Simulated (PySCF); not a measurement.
PySCF 2.14 output of an unrestricted wB97X calculation on a single atom or ion in aug-cc-pVDZ-X2C (8s7p5d, 54 functions), with scalar relativity by spin-free X2C-1e:

```
SCF conv_tol = 1e-09
number electrons alpha = 28  beta = 28
    J.-D. Chai and M. Head-Gordon.,  J. Chem. Phys. 128, 084106 (2008)
cycle= 1 E= -7786.43737453508  delta_E= -0.00194  |g|= 0.00576  |ddm|= 0.406
cycle= 2 E= -7786.43762051293  delta_E= -0.000246  |g|= 0.00251  |ddm|= 0.0972
cycle= 3 E= -7786.43771146516  delta_E= -9.1e-05  |g|= 0.000909  |ddm|= 0.143
cycle= 4 E= -7786.43773449141  delta_E= -2.3e-05  |g|= 0.000244  |ddm|= 0.145
cycle= 5 E= -7786.43773630676  delta_E= -1.82e-06  |g|= 1.24e-05  |ddm|= 0.0481
cycle= 6 E= -7786.43773630909  delta_E= -2.32e-09  |g|= 2.78e-06  |ddm|= 0.000904
cycle= 7 E= -7786.43773630926  delta_E= -1.69e-10  |g|= 8.68e-08  |ddm|= 0.000305
converged SCF energy = -7786.43773630926  <S^2> = -1.4210855e-14  2S+1 = 1
```

The run itself started from symmetry-adapted Hartree-Fock orbitals and held the occupation by maximum overlap, on a logarithmic radial grid, so the iterations belong to that start.

Problem. Which element, charge and spin multiplicity is this?

Solution. Cs- (caesium, charge -1), multiplicity 1; the state was [Xe] 6s2, closed-shell 1S.

Spin-orbit coupling, which splits the p, d and f shells strongly at this Z, is absent.
